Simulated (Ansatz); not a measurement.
Reactions of `C[SiH]([SiH3])[NH][AlH2]`.

Gas-phase electronic energies from Ansatz, PBE0-D4/def2-TZVP geometries. CBS: MP2 limit from def2 TZ/QZ plus the TZ coupled-cluster correction, frozen cores. This one scheme is used for every species. DFT in def2-TZVPP. Triplets are unrestricted, without spin–orbit coupling. For Se outer-core shells are correlated without core-valence functions, which leaves a few kJ/mol of doubt a bond. Scalar relativity is left out up to krypton. One conformer a species, not always the lowest.

| reaction | PBE0-D4 (kJ/mol) | CCSD/CBS(def2) (kJ/mol) | B2PLYP (kJ/mol) |
| --- | --- | --- | --- |
| `C[SiH]([SiH3])[NH][AlH2]` → `[CH2]` (triplet) + `[AlH2][NH][SiH2][SiH3]` | 479 | 469 | 470 |
| `C[SiH]([SiH3])[NH][AlH2]` + H₂S → `[SiH3]S` + `C[SiH2][NH][AlH2]` | -49 | -59 | -61 |
| `C[SiH]([SiH3])[NH][AlH2]` + CH₃OH → `CO[SiH](C)[SiH3]` + `[NH2][AlH2]` | -31 | -36 | -39 |
| `C[SiH]([SiH3])[NH][AlH2]` + H₂ → `C[SiH2][NH][AlH2]` + SiH₄ | -15 | -29 | -33 |
| `C[SiH]([SiH3])[NH][AlH2]` + H₂Se → `C[SiH]([SiH3])[SeH]` + `[NH2][AlH2]` | -19 | -15 | -12 |
| `C[SiH]([SiH3])[NH][AlH2]` + `CC[Si]O` → `CC[Si]O[SiH3]` + `C[SiH2][NH][AlH2]` | -77 | -101 | -100 |
| `C[SiH]([SiH3])[NH][AlH2]` + `O[Si](O)(F)O[SiH3]` → `O[Si](F)(O[SiH3])O[SiH3]` + `C[SiH2][NH][AlH2]` | -88 | -112 | -112 |
| `C[SiH]([SiH3])[NH][AlH2]` + `CC[Si]Cl` → `CC(C)[Si]Cl` + `[AlH2][NH][SiH2][SiH3]` | 49 | 48 | 49 |
| `C[SiH]([SiH3])[NH][AlH2]` + `[SiH3][N]1[CH2][AlH]1` → `[SiH3][SiH2][N]1[CH2][AlH]1` + `C[SiH2][NH][AlH2]` | -2 | -3 | -3 |
| `C[SiH]([SiH3])[NH][AlH2]` + `C=CCO` → `C=CCO[SiH3]` + `C[SiH2][NH][AlH2]` | -67 | -90 | -92 |

(1) Give the CCSD(T)/CBS values in the same order. (Estimate.)

Largest T1 diagnostic: 0.014, for `[SiH3][SiH2][N]1[CH2][AlH]1`.

Answers

(1) The calculation gave: 481, -58, -34, -24, -15, -97, -107, 47, -3, -86 kJ/mol.
